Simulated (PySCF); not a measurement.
Dipole moment and polarisability of `[F][Ge]([F])([F])[F]`

GeF4.
Structure used (PBE0-D3(BJ)/def2-SVP), in Å, numbered top down from 1:
```xyz
5
GeF4 angstrom
Ge     0.000    0.000   -0.001
F      0.012   -0.011    1.697
F      1.597    0.010   -0.577
F     -0.809    1.387   -0.550
F     -0.800   -1.386   -0.569
```

Level: PBE0/def2-SVPD (PySCF), static field, nuclei fixed, core orbitals frozen in the response. The polarisability tensor in these axes (au):

```
x   26.83  0.01  0.00
y    0.01 26.83  0.00
z    0.00  0.00 26.81
```

Question: Give the principal values, the mean and the anisotropy Δα = √{½[(α1 − α2)² + (α2 − α3)² + (α1 − α3)²]}.

Answer: Principal values 26.81, 26.82 and 26.84 au; mean 26.82 au = 3.97 Å³ = 4.42 × 10⁻⁴⁰ C²·m²/J; Δα = 0.02 au (0 % of the mean). Point group Td makes the tensor isotropic, so any spread comes from the grid or from a geometry that is symmetric only within 0.08 Å.

Question: What is the dipole moment?

Answer: 0.01 D; point group Td allows none, and the residue is numerical.

Question: Molar refractivity from α?

Answer: Lorentz–Lorenz: R = (4π/3)N_A α = 2.5225 cm³/(mol·Å³) × 3.97 Å³ = 10.0 cm³/mol, in the limit of long wavelengths.

Question: Find the Langevin capture rate constant for H3+ (3.023 u) meeting this molecule (149.915 u), k = 2.342 × 10⁻⁹ cm³/s × √(α in Å³ / reduced mass in u).

Answer: The reduced mass is 2.96 u, so k = 2.71 × 10⁻⁹ cm³/s.

Question: Refractivity n − 1 of an ideal gas of it at 500 K and 1 atm, from the electronic α?

Answer: N = p/kT = 1.4678 × 10¹⁹ cm⁻³, so n − 1 = 2π × N × 3.97 × 10⁻²⁴ cm³ = 367 × 10⁻⁶ at long wavelengths, for an ideal gas.

Question: Sum over states: ᾱ = Σ f/ω², ω in Eh. What share falls to these 15 lowest TDDFT singlets (eV, f)? 8.79, 0.0000; 8.79, 0.0000; 8.79, 0.0000; 9.43, 0.0000; 9.43, 0.0000; 9.51, 0.1304; 9.51, 0.1307; 9.52, 0.1308; 11.37, 0.0325; 11.37, 0.0329; 11.37, 0.0330; 12.36, 0.0000; 12.46, 0.0000; 12.46, 0.0000; 12.46, 0.0000.

Answer: They add up to 3.77 au, 14.1 % of the 26.82 au; the largest single term is 1.07 au, from the state at 9.52 eV. Terms in order: 0.00, 0.00, 0.00, 0.00, 0.00, 1.07, 1.07, 1.07, 0.19, 0.19, 0.19, 0.00, 0.00, 0.00, 0.00 au. Higher excitations give the rest. The strengths listed sum to 0.490.

Isolated species at its PBE0-D3(BJ)/def2-SVP geometry, gas phase. The calculation is non-relativistic, for germanium too.
